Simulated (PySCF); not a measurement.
A GIAO shielding run with PySCF 2.14 (density fitting, non-relativistic, gas phase) on SMILES C([C@@H]1C=C(OC)C[SiH2]1)(C)=O, C₇H₁₂O₂Si:

```
$ OMP_NUM_THREADS=1 python probes_run.py task.json out

{"job": {"kind": "nmr", "xc": "PBE0", "basis": "pcSseg-1"}, "charge": 0, "multiplicity": 1}
C      2.762750    -1.484514     0.253949
O      2.307505    -0.241021     0.725028
C      1.150237     0.249454     0.197640
C      0.366668    -0.312234    -0.718111
C     -0.869990     0.416535    -1.151986
C     -2.158404    -0.263242    -0.808846
C     -2.126327    -1.128068     0.427336
O     -3.166127    -0.098372    -1.457012
Si    -0.791593     2.099950    -0.213568
C      0.767245     1.591771     0.759152
H      3.687903    -1.690360     0.789559
H      2.037286    -2.278564     0.459200
H      2.963078    -1.452460    -0.821784
H      0.571950    -1.266464    -1.177230
H     -0.867512     0.583773    -2.232680
H     -3.139160    -1.355373     0.749770
H     -1.576225    -0.631793     1.222668
H     -1.615871    -2.060803     0.192594
H     -1.944500     2.338893     0.655135
H     -0.571681     3.219557    -1.130155
H      1.602412     2.281759     0.643961
H      0.599945     1.500960     1.832962
```

Hardware: 1 thread of an Arm Neoverse N1, shared host. The job also computes population analyses, field gradients, ring-centre shieldings.

Problem. How large is the calculation?

Solution. 84 electrons, 237 basis functions and 1248 auxiliary functions.

Problem. How long does it take, and how much memory does it need?

Solution. 110 s of wall time, with 15 SCF cycles and 5 response iterations; peak memory 1.1 GiB. Times on a shared host scatter by some tens of per cent.
